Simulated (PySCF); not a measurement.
## How the functional moves excitation energies

Compound: FGaH₅N.
SMILES with atom numbers: `[NH3+:1][GaH2-:2][F:3]` (hydrogens: H4, H5, H6 on N1; H7, H8 on Ga2)

Linear-response calculations in the def2-SVPD basis (PySCF; singlets by full response, triplets Tamm–Dancoff, core orbitals frozen in the response; HF means time-dependent Hartree–Fock). 'Strongest' is the level of largest summed f among the singlets computed (10 roots, of which the last may lack a degenerate partner); it can jump between rows when another state enters that window. S1 is the lowest singlet of each run and needn't be the same state throughout; f(S1) is that of one state. Isolated species at its PBE0-D3(BJ)/def2-SVP geometry, gas phase. The LDA/def2-SVPD calculation is non-relativistic and has no spin–orbit coupling, an omission that weighs most on gallium.

```tsv
functional	kind	S1 (eV)	f(S1)	strongest (eV)	T1 (eV)	HOMO (eV)	gap (eV)	ionisation energy, ΔSCF (eV)
LDA	LDA	5.33	0.004	7.29	5.23	-6.51	5.29	9.91
PBE	GGA	5.31	0.003	7.30	5.21	-6.45	5.28	9.82
B3LYP	global hybrid, 20% exact exchange	6.03	0.007	7.95	5.89	-7.63	6.87	10.21
PBE0	global hybrid, 25% exact exchange	6.31	0.010	8.18	6.09	-7.81	7.40	10.19
BHandHLYP	global hybrid, 50% exact exchange	6.95	0.018	8.72	6.61	-9.10	9.18	10.44
CAM-B3LYP	range-separated hybrid	6.66	0.017	8.45	6.36	-9.23	9.46	10.40
wB97X-D	range-separated hybrid	6.85	0.022	8.61	6.62	-9.72	10.93	10.38
LC-wPBE	range-separated hybrid	7.26	0.019	9.10	6.70	-10.57	11.87	10.56
HF	Hartree–Fock	7.94	0.024	9.84	7.09	-11.07	12.59	not settled
```

S1 runs from 5.31 eV (PBE) to 7.94 eV (HF), a spread of 2.63 eV, while the orbital gap spreads over 7.3 eV. Along PBE (0%), B3LYP (20%), PBE0 (25%), BHandHLYP (50%), HF (100%) S1 rises with the share of exact exchange. −ε(HOMO) comes closest to its own ΔSCF ionisation energy with LC-wPBE (+0.01 eV) and misses most with LDA (-3.40 eV). 'Not settled' means that the ion's SCF failed to converge or may have ended in another state than the lowest.

Without π bonds the low states are Rydberg-like; a valence basis with one diffuse set may place them up to an eV too high.
